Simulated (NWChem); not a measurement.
Program: NWChem. System: HGa, charge 0, spin multiplicity 1, at a geometry optimised with B3LYP/def2-SVP. The structure started from a generated list of species. Level: B2PLYP/def2-SVP, 9 core orbitals frozen.

The NWChem input:

```
start mol
memory heap 200 mb stack 900 mb global 1100 mb
geometry units angstroms nocenter noautoz
  Ga     0.000000     0.000000     0.052858
  H      0.000000     0.000000    -1.638585
  symmetry group C2v
end
basis spherical
  * library def2-svp
end
dft
  xc hfexch 0.53 becke88 0.47 lyp 0.73 mp2 0.27
  dftmp2
  semidirect memsize 60000000 filesize 0
  iterations 100
end
mp2
  freeze core 9
end
task dft energy
```

Part of the output:

```
             Northwest Computational Chemistry Package (NWChem) 7.3.0
             --------------------------------------------------------

                                NWChem Input Module
                                -------------------

 Scaling coordinates for geometry "geometry" by  1.889725989
 (inverse scale =  0.529177249)

 Turning off AUTOSYM since
 SYMMETRY directive was detected!

                             Geometry "geometry" -> ""
                             -------------------------

 Output coordinates in angstroms (scale by  1.889725989 to convert to a.u.)

  No.       Tag          Charge          X              Y              Z
 ---- ---------------- ---------- -------------- -------------- --------------
    1 Ga                  31.0000     0.00000000     0.00000000     0.05285800
    2 H                    1.0000     0.00000000     0.00000000    -1.63858500

 Effective nuclear repulsion energy (a.u.)       9.6985205644

            Nuclear Dipole moment (a.u.)
            ----------------------------
        X                 Y               Z
 ---------------- ---------------- ----------------
     0.0000000000     0.0000000000     0.0000245664

      Symmetry information
      --------------------

 Group name             C2v
 Group number             16
 Group order               4
 No. of unique centers     2

      Symmetry unique atoms

     1    2


 Summary of "ao basis" -> "" (spherical)
 ------------------------------------------------------------------------------
       Tag                 Description            Shells   Functions and Types
 ---------------- ------------------------------  ------  ---------------------
 *                          def2-svp                  on all atoms

  dft_input: which_mp2 not specified, using semidirect MP2 by default.

                                 NWChem DFT Module
                                 -----------------

 Summary of "ao basis" -> "ao basis" (spherical)
 ------------------------------------------------------------------------------
       Tag                 Description            Shells   Functions and Types
 ---------------- ------------------------------  ------  ---------------------
 Ga                         def2-svp                12       32   5s4p3d
 H                          def2-svp                 3        5   2s1p

 Summary of "ao basis" -> "ao basis" (spherical)
 ------------------------------------------------------------------------------
       Tag                 Description            Shells   Functions and Types
 ---------------- ------------------------------  ------  ---------------------
 Ga                         def2-svp                12       32   5s4p3d
 H                          def2-svp                 3        5   2s1p

      Symmetry analysis of basis
      --------------------------

        a1         18
        a2          3
        b1          8
        b2          8

            General Information
            -------------------
          SCF calculation type: DFT
          Wavefunction type:  closed shell.
          No. of atoms     :     2
          No. of electrons :    32
           Alpha electrons :    16
            Beta electrons :    16
          Charge           :     0
          Spin multiplicity:     1
          Use of symmetry is: on ; symmetry adaption is: on
          Maximum number of iterations: 100
          AO basis - number of functions:    37
                     number of shells:    15
[...]
     4      0.673330  1 Ga s                  3     -0.387778  1 Ga s
    33      0.277306  2 H  s                  5      0.159788  1 Ga s
    34      0.155536  2 H  s                 14     -0.103411  1 Ga pz
     2      0.083275  1 Ga s                 11      0.060365  1 Ga pz
    20     -0.046594  1 Ga d  0               1     -0.029475  1 Ga s

 Vector   16  Occ=2.000000D+00  E=-2.468931D-01  Symmetry=a1
              MO Center= -1.4D-16, -1.4D-16, -9.1D-02, r^2= 3.0D+00
   Bfn.  Coefficient  Atom+Function         Bfn.  Coefficient  Atom+Function
  ----- ------------  ---------------      ----- ------------  ---------------
     4      0.475481  1 Ga s                 34     -0.313846  2 H  s
    33     -0.305632  2 H  s                 14      0.292070  1 Ga pz
     5      0.286580  1 Ga s                 17      0.264884  1 Ga pz
     3     -0.249887  1 Ga s                 11     -0.160514  1 Ga pz
    20      0.062872  1 Ga d  0               8      0.052119  1 Ga pz

 Vector   17  Occ=0.000000D+00  E=-2.604856D-02  Symmetry=b1
              MO Center=  1.1D-16,  7.9D-17,  3.6D-02, r^2= 4.0D+00
   Bfn.  Coefficient  Atom+Function         Bfn.  Coefficient  Atom+Function
  ----- ------------  ---------------      ----- ------------  ---------------
    15      0.766422  1 Ga px                12      0.345832  1 Ga px
     9     -0.197326  1 Ga px                 6      0.063929  1 Ga px

 Vector   18  Occ=0.000000D+00  E=-2.604856D-02  Symmetry=b2
              MO Center= -5.7D-17, -1.3D-18,  3.6D-02, r^2= 4.0D+00
   Bfn.  Coefficient  Atom+Function         Bfn.  Coefficient  Atom+Function
  ----- ------------  ---------------      ----- ------------  ---------------
    16      0.766422  1 Ga py                13      0.345832  1 Ga py
    10     -0.197326  1 Ga py                 7      0.063929  1 Ga py

 Vector   19  Occ=0.000000D+00  E= 1.164217D-01  Symmetry=a1
              MO Center= -1.3D-16, -1.3D-16,  9.9D-02, r^2= 5.4D+00
   Bfn.  Coefficient  Atom+Function         Bfn.  Coefficient  Atom+Function
  ----- ------------  ---------------      ----- ------------  ---------------
    34      1.508626  2 H  s                 17      1.449458  1 Ga pz
     5     -0.698462  1 Ga s                  4     -0.374154  1 Ga s
    33      0.213294  2 H  s                  3      0.150407  1 Ga s
    14      0.149929  1 Ga pz                20     -0.095002  1 Ga d  0
    11     -0.085584  1 Ga pz                 2     -0.028898  1 Ga s

 center of mass
 --------------
 x =   0.00000000 y =   0.00000000 z =   0.05382374

 moments of inertia (a.u.)
 ------------------
          10.148300040656           0.000000000000           0.000000000000
           0.000000000000          10.148300040656           0.000000000000
           0.000000000000           0.000000000000           0.000000000000

     Multipole analysis of the density
     ---------------------------------

     L   x y z        total         alpha         beta         nuclear
     -   - - -        -----         -----         ----         -------
     0   0 0 0     -0.000000    -16.000000    -16.000000     32.000000

     1   1 0 0     -0.000000     -0.000000     -0.000000      0.000000
     1   0 1 0     -0.000000     -0.000000     -0.000000      0.000000
     1   0 0 1      0.095648      0.047812      0.047812      0.000025

     2   2 0 0    -11.627454     -5.813727     -5.813727      0.000000
     2   1 1 0     -0.000000     -0.000000     -0.000000      0.000000
     2   1 0 1     -0.000000     -0.000000     -0.000000      0.000000
     2   0 2 0    -11.627454     -5.813727     -5.813727      0.000000
     2   0 1 1      0.000000      0.000000      0.000000      0.000000
     2   0 0 2    -17.547954    -13.722711    -13.722711      9.897468

                   NWChem MP2 Semi-direct Energy/Gradient Module
                   ---------------------------------------------

  Basis functions       =     37
  Molecular orbitals    =     37
  Frozen core           =      9
  Frozen virtuals       =      0
  Active alpha occupied =      7
  Active beta occupied  =      7
  Active alpha virtual  =     21
  Active beta virtual   =     21
  Use MO symmetry       = T
  Use skeleton AO sym   = T

  AO/Fock/Back tols     =   1.0D-09  1.0D-09  1.0D-09

 GA uses MA = F    GA memory limited = T

 Available:
  local mem=  4.43D+07
 global mem=  1.44D+08
 local disk=  0.00D+00
  mp2_memr nvloc                    21
  nvloc new                    21
   1 passes of   7:        2097152                       6541                    353756.
   1 passes of   7: M     44324094           G      144176462           F      42226942.

 Semi-direct pass number   1 of   1  for RHF alpha+beta  at        0.4s
  vrange nnbf                   703
  mp2_eaftype                    10  avail_ma_in_mb                   386
 EAF : mp2_eaftype filesize          10     176878.
  mp2_eaf for mointskh                     10
Node 0 wrote      0.8 Mb in      0.0 s     Agg I/O rate:  1638.7 Mb/s
 Done moints_semi at        0.7s
  mp2_eaftype                    10  avail_ma_in_mb                   386
 EAF : mp2_eaftype filesize          10     176878.
  mp2_eaf for kh                    10
 Done maket at        0.7s
 Done multipass loop at        0.7s

          -------------------------------------------
          DFT energy                   -1924.731548946652
          Unscaled MP2 energy             -0.241202102123
          Total DFT+MP2 energy         -1924.796673514225
          -------------------------------------------

 -----------------------
 Performance information
 -----------------------

 Timer overhead =  9.65D-08 seconds/call

               Nr. of calls         CPU time (s)                 Wall time (s)                GFlops
             ---------------    -------------------     ------------------------------   -------------------
Name         Min   Avg   Max    Min     Avg     Max     Min     Avg     Max   Mx/calls   Min     Max     Sum
mp2: moin     1     1     1   0.29    0.29    0.29     0.29    0.29    0.29    0.29      0.0     0.0     0.0
mp2: make     1     1     1   4.43E-3 4.43E-3 4.43E-3  4.43E-3 4.43E-3 4.43E-3 4.43E-3   0.0     0.0     0.0
mp2: tota     1     1     1   0.30    0.30    0.30     0.30    0.30    0.30    0.30      0.0     0.0     0.0

 The average no. of pstat calls per process was 3.00D+00
 with a timing overhead of 2.89D-07s

 Task  times  cpu:        0.7s     wall:        0.7s

 Total times  cpu:        0.7s     wall:        0.7s
```
